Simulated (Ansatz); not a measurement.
Species: MnH (charge 0, septet). The spin state was set by rule; other spins were not relaxed. 
Structure (B3LYP-D3(BJ)/def2-TZVP (Ansatz, a first-principles code) minimum search):
```
Mn
H 1 1.7521
```
Charge 0, spin multiplicity 7.

Basis-set convergence of Hartree-Fock and CCSD(T) correlation energies (hartree) with Ansatz. Valence correlation only, unless marked. Open shells are spin-unrestricted. Spin-orbit coupling is left out. The frozen core is the preceding noble-gas configuration, with the filled d and f shells of earlier blocks. Non-relativistic.

```csv
basis,functions,E(HF),"E(corr, CCSD(T))"
def2-SVPD,42,-1150.25200,-0.09677
def2-TZVPPD,84,-1150.40255,-0.14180
def2-QZVPPD,133,-1150.42492,-0.14981
```

Extrapolating the two largest sets (X = 3 and 4) as X^-3: E(corr) = (64·(-0.14981) - 27·(-0.14180))/37 = -0.1557 Eh, an estimate of the basis-set limit. The largest set recovers 96.2 % of it, the smallest 62.2 %.
